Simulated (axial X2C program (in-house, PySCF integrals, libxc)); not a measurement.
## Testing model relations on KTe

A bond curve at the PBE0 level, two-component, was computed with an in-house relativistic program for diatomic molecules (basis Te dyall-v3z [11s12p8d1f], K dyall-v3z [11s12p4d2f] (cores contracted in-house)) for the state Ω = 3/2 (⟨Sz⟩ = 0.50, ⟨Lz⟩ = 1.00 at PBE0). Its fit gives Re = 3.1693 Å, ωe = 167.2 cm⁻¹, ωexe = 0.448 cm⁻¹ and αe = 2.395e-04 cm⁻¹; the masses are 129.9062 and 38.9637 u. Two-component means X2C with spin–orbit coupling and atomic mean-field Coulomb and Gaunt terms.

Question: Find the reduced mass, Be and the force constant.

Answer: From the PBE0 values: μ = 29.9735 u. Be = 16.8576/(μ Re²) = 0.05599 cm⁻¹. k = 5.8918×10⁻⁷ μ ωe² = 0.494 mdyn/Å.

Question: A Morse curve ties αe to the other constants (Pekeris). How well does that hold?

Answer: αe(Morse) = 6Be²/ωe × (√(ωexe/Be) − 1) = 2.057e-04 cm⁻¹; the PBE0 curve gives 2.395e-04 cm⁻¹, a ratio of 0.86.

Question: Estimate De from a Morse curve and compare with the computed well depth of 2.180 eV to Te + K.

Answer: De(Morse) = ωe²/(4ωexe) = 1.934 eV against 2.180 eV computed, a ratio of 0.89. For De the Morse form works well here.

Question: Estimate the centrifugal constant by the Kratzer relation.

Answer: D = 4Be³/ωe² = 2.51e-08 cm⁻¹.

Question: Where do the fundamental and the first overtone lie?

Answer: ν(1←0) = ωe − 2ωexe = 166.3 cm⁻¹; ν(2←0) = 2ωe − 6ωexe = 331.7 cm⁻¹.

The state is one determinant whose occupation by symmetry is held fixed; it was picked as the lowest of a PBE0 search that is not exhaustive. Dissociation energies refer to the lowest single-determinant-based atoms at the same level and basis. Density functionals use the spin component along the axis (collinear). PBE0 can misorder states that lie within some tenths of an eV, so this need not be the ground state of the molecule. The nearest other 2c determinant of the search, Ω = 1/2, lies 0.25 eV up at the distance of the search. The functionals have no current-density term, which raises determinants with orbital currents, atoms included.
